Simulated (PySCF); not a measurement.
A structure optimised at PBE-D3(BJ)/def2-SVP, used in a PySCF frequency run:

```xyz
13

C     -0.2786     0.7139     1.2843
C      0.2786    -0.7139     1.2843
C     -0.1384    -1.3407    -0.0496
S      0.0000     0.0000    -1.3177
C      0.1384     1.3407    -0.0496
H      0.0908     1.3118     2.1436
H     -1.3871     0.6817     1.3531
H     -0.0908    -1.3118     2.1436
H      1.3871    -0.6817     1.3531
H     -1.1875    -1.7017    -0.0153
H      0.5091    -2.1888    -0.3475
H      1.1875     1.7017    -0.0153
H     -0.5091     2.1888    -0.3475
```
Charge 0, spin multiplicity 1.

Task: Write its SMILES, formula and point group.

Result: C1CCSC1, C4H8S, C2

Task: What are its rotational constants (standard atomic weights)?

Result: 5.9517, 4.2943, 2.7552 GHz
